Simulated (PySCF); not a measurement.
## Exercise with solution: chemical shift, span and skew from a shielding tensor

C2H10FNSi2, SMILES CC[SiH2][Si@@H](N)F. Atoms are numbered in the order given.

```xyz
16

C     -2.2635    -0.0920    -2.6038
C     -1.5983    -0.5028    -1.2939
Si    -0.3402     0.7422    -0.6242
Si     0.6873    -0.1298     1.2860
N      1.5212    -1.5538     0.8118
F      1.6628     1.0235     1.9244
H     -2.8130     0.8568    -2.4986
H     -2.9827    -0.8515    -2.9498
H     -1.5225     0.0490    -3.4065
H     -2.3560    -0.6678    -0.5081
H     -1.0708    -1.4663    -1.4032
H      0.7246     0.9889    -1.6537
H     -0.9970     2.0566    -0.3340
H     -0.2418    -0.5195     2.3857
H      2.1167    -1.5551    -0.0088
H      1.8399    -2.2310     1.4963
```

The structure is a stationary point at PBE0-D3(BJ)/def2-SVP. The structure was generated by enumeration; whether it is a known compound was not checked. The values are those of a single conformer.

GIAO shieldings from PySCF with PBE/pcSseg-1, non-relativistic, no solvent. The symmetric part of the tensor of Si4 has the principal values 299.2, 334.6, 381.7 ppm. The same nucleus in TMS has σ = 335.4 ppm at this level (PySCF, at its B3LYP-D3(BJ)/def2-TZVP geometry).

Question: Work out the isotropic shielding, the ²⁹Si shift against TMS, the span and the skew.

Answer: 
σ(iso) = (σ11 + σ22 + σ33)/3 = 338.5 ppm. δ = σ(ref) − σ(iso) = 335.4 − (338.5) = -3.1 ppm.
Span Ω = σ33 − σ11 = 82.5 ppm. Skew κ = 3(σ(iso) − σ22)/Ω = 0.14. Tumbling in solution averages the tensor to δ; in a static solid the shielding alone would spread this spin-1/2 line over Ω.
